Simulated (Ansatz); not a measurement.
## Ansatz (development build ahead of 0.2.0) run

```yaml
crystal:
  periodic: [false, false, false]
  atoms:
    - { symbol: H, position_ang: [1.48416, -0.02494, -0.00522] }
    - { symbol: H, position_ang: [1.12795, 0.97137, 0.02006] }
    - { symbol: H, position_ang: [0.24471, 1.50127, -0.00852] }
    - { symbol: H, position_ang: [-0.75723, 1.28575, 0.02591] }
    - { symbol: H, position_ang: [-1.407, 0.48452, -0.00897] }
    - { symbol: H, position_ang: [-1.42257, -0.4956, 0.02065] }
    - { symbol: H, position_ang: [-0.75316, -1.26954, 0.00447] }
    - { symbol: H, position_ang: [0.2693, -1.44863, 0.00225] }
    - { symbol: H, position_ang: [1.13292, -0.98828, 0.00765] }
basis:
  gaussian: { orbitals: def2-SVP }
magnetization:
  spin_polarized: true
  initial_magnetization: 1
hamiltonian:
  xc: hf
output:
  forces: true
```

The input is written out in the form of the current development build from the run's settings.

Output:

```yaml
Converged: yes
Total_energy: -4.78533 hartree
Spin_squared_of_the_determinant: 0.823
Stability_test: minimum
```

Forces (eV/Å):
```
atom      Fx      Fy      Fz
  H1   0.350   1.985   0.071
  H2   1.547  -2.431  -0.062
  H3  -3.506   0.502   0.112
  H4   3.517   2.118  -0.094
  H5  -1.198  -3.349   0.070
  H6  -1.183   2.613  -0.083
  H7   1.821  -0.783  -0.003
  H8  -0.853  -0.706   0.008
  H9  -0.496   0.050  -0.018
```
